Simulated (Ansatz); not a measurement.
```yaml
crystal:
  periodic: [false, false, false]
  atoms:
    - {symbol: F, position_ang: [-1.946315, 1.164451, -0.521584]}
    - {symbol: Ge, position_ang: [-0.399940, 0.498761, -0.998600]}
    - {symbol: Ge, position_ang: [0.529394, -0.564590, 0.971939]}
    - {symbol: H, position_ang: [-0.709970, -0.475314, -2.148961]}
    - {symbol: h, position_ang: [0.420918, 1.695247, -1.511311]}
    - {symbol: H, position_ang: [0.723821, 0.477555, 2.080966]}
    - {symbol: H, position_ang: [1.890307, -1.182711, 0.613160]}
    - {symbol: H, position_ang: [-0.416014, -1.670497, 1.458692]}
basis:
  gaussian: {orbitals: 6-31G, point_charges: [{charge: 2.00, position_ang: [6.108, -0.681, 0.004]}]}
hamiltonian: {xc: {name: CAM-B3LYP}, dispersion: d3bjatm}
output: {forces: true}
```

```sh
$ ansatz run in.yaml --threads 4 --pin off --events-out ev --progress --plain --max-ram 10444MiB
```

It prints (some lines left out):

```
Error: YAML parse error: error: line 8 column 16: `h` is not an element symbol (H … Og, case-exact)
 6 |     - {symbol: Ge, position_ang: [0.529394, -0.564590, 0.971939]}
 7 |     - {symbol: H, position_ang: [-0.709970, -0.475314, -2.148961]}
 8 |     - {symbol: h, position_ang: [0.420918, 1.695247, -1.511311]}
 9 |     - {symbol: H, position_ang: [0.723821, 0.477555, 2.080966]}
10 |     - {symbol: H, position_ang: [1.890307, -1.182711, 0.613160]}
```

What is wrong with this run?

An element symbol is wrong. The input was rejected before any iteration.
